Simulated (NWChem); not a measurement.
Molecule: HTeOF; SMILES F[Te]O

```xyz
4

Te     0.3341     0.0097    -0.0042
F     -0.8734    -1.5099    -0.0082
O     -1.0230     1.4353    -0.0679
H     -1.3296     1.6012     0.8340
```
Atoms are numbered in this order, from 1.

Results from NWChem. The geometry was optimised at PBE0/def2-SVP. def2 effective core potentials on Te; no spin-orbit coupling. Level MN15/def2-SVP: energy and gradient on several grids; changes count from the extra-fine grid, which is no exact limit either.

Q: Which is the coarsest grid (xfine; xcoarse; coarse; medium; fine) from which on the energy stays within 100 μHa and each gradient component within 200 μHa/bohr of xfine?

A: medium.
| grid | size of the energy change (μHa) | largest change of a gradient component (μHa/bohr) | time, medium = 1 (rough) |
|---|---|---|---|
| xcoarse | 2000 | 8000 | about 1 |
| coarse | 500 | 500 | about 1 |
| medium | 10 | 30 | about 1 |
| fine | < 10 | < 30 | about 1 |
| xfine | < 10 | < 30 | 2 |
